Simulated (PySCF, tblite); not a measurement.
Isomers of C8H7O2P. Computed values, GFN2-xTB/tblite, gas phase, harmonic and unscaled. Against measured fundamentals such values can be off by several per cent, at times by over 20. Modes of hydrogen on phosphorus can be 10 to 20 % off. One conformer each.

Electronic energies: PBE0/pcSseg-1 single points on the GFN2-xTB geometries (PySCF, gas phase).

```json
{"SMILES": "c1cc(Pc2ccoc2)co1", "electronic energy, lowest = 0 (kcal/mol)": "26.3"}
{"SMILES": "CC(=O)c1ccc(C=O)cp1", "electronic energy, lowest = 0 (kcal/mol)": "0.0"}
{"SMILES": "COc1ccc(P=C=O)cc1", "electronic energy, lowest = 0 (kcal/mol)": "15.5"}
{"SMILES": "C#C[P@](=O)(O)c1ccccc1", "electronic energy, lowest = 0 (kcal/mol)": "6.4"}
{"SMILES": "COc1oc2ccccc2p1", "electronic energy, lowest = 0 (kcal/mol)": "1.3"}
```

Task: How do GFN2-xTB zero-point energies change the relative energies?

Result: 
```
                SMILES  ZPE (kcal/mol)  of it from modes above 1550 cm⁻¹  electronic (kcal/mol)  with ZPE, lowest = 0 (kcal/mol)  lowest mode (cm⁻¹)  rings
   CC(=O)c1ccc(C=O)cp1            79.2                              35.0                    0.0                              0.0                  27      1
       COc1oc2ccccc2p1            81.5                              35.0                    1.3                              3.6                  79      2
C#C[P@](=O)(O)c1ccccc1            78.3                              39.7                    6.4                              5.5                  25      1
     COc1ccc(P=C=O)cc1            80.1                              37.9                   15.5                             16.5                  13      1
     c1cc(Pc2ccoc2)co1            79.6                              34.9                   26.3                             26.8                  19      2
```

The zero-point energies span 3.2 kcal/mol, from `C#C[P@](=O)(O)c1ccccc1` to `COc1oc2ccccc2p1`. The order is unchanged.

Task: And how do the electronic energies of GFN2-xTB itself compare?

Result: `CC(=O)c1ccc(C=O)cp1` 34.0; `COc1oc2ccccc2p1` 0.0; `C#C[P@](=O)(O)c1ccccc1` 1.9; `COc1ccc(P=C=O)cc1` 33.5; `c1cc(Pc2ccoc2)co1` 19.4 kcal/mol, lowest = 0. Against the energies above, taken from the same isomer `CC(=O)c1ccc(C=O)cp1`, the largest difference is 40.9 kcal/mol.

Task: What do entropy and thermal enthalpy add at 298.15 K and 1 bar (rigid rotor, harmonic oscillator, one conformer each)?

Result: 
```
                SMILES  point group  symmetry number  S (cal/(mol K))  H − H(0) (kcal/mol)  ZPE + H − H(0) − TS (kcal/mol)
   CC(=O)c1ccc(C=O)cp1           Cs                1            105.0                 7.45                            55.3
       COc1oc2ccccc2p1           Cs                1             95.9                 6.57                            59.4
C#C[P@](=O)(O)c1ccccc1           C1                1            106.6                 7.75                            54.3
```

Not tabulated: `COc1ccc(P=C=O)cc1` (lowest mode only 13 cm⁻¹); `c1cc(Pc2ccoc2)co1` (lowest mode only 19 cm⁻¹).
